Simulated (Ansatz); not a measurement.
Input file for Ansatz (a program for electronic structure): R-wB97M-V/def2-TZVPP on GaH4NO (SMILES [NH2][GaH][OH]), a point of a torsion scan.

Ansatz 0.2 input:
```yaml
crystal:
  periodic: [false, false, false]
  atoms:
    - {symbol: N, position_ang: [1.29626574, -0.51052690, -0.00885063]}
    - {symbol: Ga, position_ang: [-0.31452174, 0.37443326, -0.01595966]}
    - {symbol: O, position_ang: [-1.46666665, -0.35403344, 1.02574161]}
    - {symbol: H, position_ang: [1.75684165, -0.56387306, 0.89558932]}
    - {symbol: H, position_ang: [1.99982165, -0.21820023, -0.68144022]}
    - {symbol: H, position_ang: [-0.71594800, 1.56291253, -0.90441148]}
    - {symbol: H, position_ang: [-2.36861870, -0.24400291, 1.31050503]}
basis:
  gaussian:
    orbitals: def2-TZVPP
hamiltonian:
  xc: {name: wB97M-V}
scf: {lower_state_search: off}
```

**Question.** Give the final energy of this run.

**Answer.** -2057.1785 hartree.

**Question.** How many basis functions does it have, and what does it roughly cost on one machine?

**Answer.** 166 functions; very roughly 6 core-seconds.
